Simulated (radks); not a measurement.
The krypton ion Kr+, configuration [Ar] 3d10 4s2 4p5 (the NIST ground configuration). Calculated with a radial shooting solver on a logarithmic mesh with Libxc functionals: scalar-relativistic Kohn-Sham, r2SCAN, spin-unpolarised, spherical densities, finite nucleus; meta-GGA in the generalised Kohn-Sham scheme; Fermi nuclear charge, rms radius 4.1884 fm. Some entries of the table are withheld. Estimate them.

orbital  occ.  eigenvalue (hartree)  <r> (bohr)  <r^2> (bohr^2)
1s          2             -522.0824     0.04149        0.002320
2s          2             -69.49623         (1)         0.03964
2p          6             -61.41598      0.1601         0.03137
3s          2             -10.37975      0.5291          0.3216
3p          6              -7.77590      0.5397          0.3407
3d         10              -3.48462      0.5552          0.3797
4s          2              -1.28336         (2)           2.726
4p          5              -0.73388       1.822           3.832

Answer. 
(1) 2s <r> (bohr): 0.1833
(2) 4s <r> (bohr): 1.546
